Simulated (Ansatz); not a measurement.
`O[SiH](S)I` + `CF` → `O[SiH](I)CF` + H₂S  (formal exchange of groups at the Si–S bond)

Calculated with Ansatz (gas phase, PBE0-D4/def2-TZVP geometries, no zero-point term in ΔE). CCSD(T)/CBS adds triple-zeta CCSD(T) − MP2 to the extrapolated MP2 energy (def2 sets, frozen cores). This one scheme is used for every species. Functionals use def2-TZVPP. Elements past krypton have def2 core potentials. For I outer-core shells are correlated without core-valence functions, which leaves a few kJ/mol of doubt a bond. Each species was taken in one conformer, which may not be the lowest.

```
             level  ΔE (kcal/mol)  difference from CCSD(T)/CBS
            PBE-D4           18.6                         -0.2
         r2SCAN-D4           18.8                          0.0
           ωB97X-V           17.9                         -0.9
           ωB97M-V           17.8                         -1.0
               PBE           18.3                         -0.5
    MP2/def2-TZVPP           19.6                          0.8
   CCSD/def2-TZVPP           17.7                         -1.1
CCSD(T)/def2-TZVPP           18.0                         -0.8
SCS-MP2/def2-QZVPP           19.4                          0.6
    CCSD/CBS(def2)           18.5                         -0.3
       CCSD(T)/CBS           18.8                            0
```

Largest T1 diagnostic among the species: 0.010.

CCSD(T)/CBS has its own doubt, a few kJ/mol and more with outer-core shells, so smaller differences from it don't rank the levels.
